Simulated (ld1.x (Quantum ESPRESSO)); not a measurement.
**Configuration tests for V (Z = 23) (TM)**

```
Element                 : vanadium
Generator               : ld1.x (Quantum ESPRESSO) 7.5
Type                    : norm-conserving Troullier–Martins (Kleinman–Bylander form)
Functional              : PBE
Relativity              : fully relativistic
Frozen core             : [Ne]
Valence charge          : 13
Reference configuration : 3s2 3p6 3d3.5 4s1.5 4p0
Partial waves           : 3p (bound): rc 1.45 bohr; 3d (bound): rc 1.90 bohr; 3s (bound): rc 1.00 bohr
Local potential         : the s channel
Core correction         : Bessel-smoothed model core, default radius (core density twice the valence density)
```

Open shells are filled in proportion to 2j + 1 (rel_dist='average').

Occupied shells without a wave of their own: 4s. They enter only through the test configuration that unscreens the potential, and ld1.x also counts them in the model core charge.

Energies are relative to the spin-unpolarised reference configuration 3s2 3p6 3d3.5 4s1.5 4p0; without spin polarisation the order of configurations can differ from experiment.

ld1.x takes every shell without a wave as core, so the model core holds the 4s electrons as well and exchange and correlation see them twice. This cancels in the reference configuration, but the file is broken for other ones, and its errors say nothing about a proper core correction.

```
valence configuration  charge  ΔE all-electron (eV)  error AE − PS (meV)
  3s2 3p6 3d3 4s2 4p0       0                -0.055                  +25
  3s2 3p6 3d3 4s1 4p0      +1                 7.680                 -118
  3s2 3p6 3d3 4s0 4p0      +2                21.976                 -600
  3s2 3p6 3d2 4s2 4p1       0                 5.723                 +101
  3s2 3p6 3d2 4s0 4p0      +3                50.873                 -790
  3s2 3p5 3d3 4s2 4p0      +1                50.897                  -56
  3s2 3p6 3d4 4s1 4p0       0                 0.531                  -21
```

Levels in the configuration 3s2 3p5 3d3 4s2 4p0:

```json
{"level": "3s j=1/2", "all-electron (eV)": "-84.898", "pseudo (eV)": "-85.118"}
{"level": "3p j=1/2", "all-electron (eV)": "-59.010", "pseudo (eV)": "-59.211"}
{"level": "3p j=3/2", "all-electron (eV)": "-58.143", "pseudo (eV)": "-58.342"}
{"level": "3d j=3/2", "all-electron (eV)": "-18.387", "pseudo (eV)": "-18.320"}
{"level": "3d j=5/2", "all-electron (eV)": "-18.306", "pseudo (eV)": "-18.240"}
{"level": "4s j=1/2", "all-electron (eV)": "-12.665", "pseudo (eV)": "-12.817"}
```
